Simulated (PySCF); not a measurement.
A structure optimised at PBE-D3(BJ)/def2-SVP, used in a PySCF frequency run:

```
C
H 1 1.1134
H 1 1.1134 2 105.12
C 1 1.5357 2 110.16 3 -118.65
H 4 1.1105 1 112.22 2 -62.21
H 4 1.1105 5 106.65 1 123.26
H 4 1.1126 5 106.54 6 113.50
Zn 1 1.9576 2 107.72 3 114.66
H 8 1.5562 2 155.01 1 179.28
```

### Question
Write its SMILES, formula and point group.

### Answer
C[CH2][ZnH], C₂H₆Zn, Cs

### Question
What are its rotational constants (standard atomic weights)?

### Answer
30.440, 3.6412, 3.3908 GHz
